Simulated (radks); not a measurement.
Results of a calculation; reference values are marked as such.
Spherical quantum dot in the effective-mass picture: electrons in a parabolic well V = omega^2 r^2 / 2 with omega = 0.0801, all in effective atomic units (hartree* = m*/eps^2 hartree, bohr* = eps/m* bohr), one dielectric constant everywhere. Level of theory: non-relativistic Kohn-Sham, LDA (Slater exchange, Perdew-Wang correlation), spin-polarised, spherical densities (a radial shooting solver with Libxc functionals). Levels are named by radial order and angular momentum (1s, 1p, 1d, 2s, ...), and open shells are averaged over m.

N = 13, configuration 1s2 1p6 1d(up 5, down 0). This is the lowest configuration that the search found (a dilute case). Occupied and some empty levels:

level    occupation  eigenvalue (hartree*)  <r> (bohr*)
1s up             1                 1.4221        8.246
1s down           1                 1.4330        7.793
1p up             3                 1.4410        9.355
1p down           3                 1.4543        9.246
1d up             5                 1.4670        10.13
1d down           0                 1.4810        10.16
2s up             0                 1.4878        7.693
2s down           0                 1.4937        7.913
1f up             0                 1.4990        10.76
1f down           0                 1.5128        10.84
2p up             0                 1.5269        8.929
2p down           0                 1.5343        8.925

Energy (hartree*): total 11.2094, kinetic 0.55984, external 3.9685, Hartree 8.0911, exchange-correlation -1.4100.
